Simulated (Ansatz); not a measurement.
## Scan of the Cl3–Si2–Cl4 angle

SiCl₂F (SMILES F[Si-](Cl)Cl) (charge -1), singlet, at its PBE0-D4/def2-TZVPD minimum:

```
4
angstrom
F 1.1822 -0.3273 0.9385
Si 0.1825 -0.6767 -0.3276
Cl -1.7268 -0.2839 0.7361
Cl 0.3621 1.2878 -1.3471
```

The angle Cl3–Si2–Cl4 (97.6° at the minimum) is set to the values below, Cl3, with anything bonded beyond it, turning rigidly in the plane of the angle. Each method's energies count from its own value at the PBE0-D4 minimum structure. Computed with Ansatz 0.2.0 (basis: def2-TZVPPD); correlated methods freeze the cores. B3LYP uses VWN-RPA correlation.

```csv
angle (°),CCSD(T) (kJ/mol),wB97M-V (kJ/mol),B3LYP-D4 (kJ/mol),PBE-D4 (kJ/mol),r2SCAN-D4 (kJ/mol)
79.6,36.7,35.0,38.0,35.5,36.9
84.1,18.3,17.2,19.4,18.2,18.6
88.6,7.3,6.6,8.1,7.5,7.6
93.1,1.6,1.3,2.0,1.9,1.8
97.6,0.0,0.0,0.0,0.0,0.0
102.1,1.6,1.7,1.1,1.0,1.3
106.6,5.7,5.8,4.7,4.3,5.1
111.1,11.9,11.9,10.2,9.5,10.9
115.6,19.7,19.5,17.5,16.2,18.4
```

Minimum and curvature along this coordinate at CCSD(T): A fifth-order fit through the nearest points gives 97.4°, with a curvature of about 1.6 meV/deg².

Largest difference from the CCSD(T) curve over the scan: PBE0-D4 1.4; HF 7.3; MP2 1.4 kJ/mol. Each curve counts from its own value at the minimum.

No T1 diagnostic of these runs exceeds 0.013.

For scale, one of the runs: CCSD(T)/def2-TZVPPD, 190 basis functions (an equivalent command: `ansatz run in.yaml --threads 2`). Time: 27 s of wall clock on 2 CPU threads; the host was shared. Peak host memory: 2.1 GiB.
